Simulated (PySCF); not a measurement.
C4H4O2, SMILES Oc1ccco1. Geometry optimised at PBE0-D3(BJ)/def2-SVP. Other conformers were not sampled.

All values below come from PBE0-D3(BJ)/def2-SVP (PySCF 2.14.0).

Harmonic wavenumbers (cm⁻¹): 264, 306, 447, 617, 681, 707, 724, 764, 880, 903, 996, 1026, 1115, 1167, 1216, 1278, 1362, 1517, 1604, 1694, 3275, 3287, 3318, 3913. Rotational constants (GHz): 9.198, 3.789, 2.684; symmetry number 1.

### Question
Work out the zero-point energy and the ideal-gas rigid-rotor harmonic-oscillator thermochemistry at 298.15 K and 1 atm.

### Answer
ZPE = ½ Σ hcν = ½ × 33062 cm⁻¹ = 197.75 kJ/mol. H − E(el) = 212.90 kJ/mol. Entropy in J/(mol K): translation 164.02, rotation 107.29, vibration 25.43, total 296.74. G − E(el) = 124.42 kJ/mol. Cp = 82.74 J/(mol K).
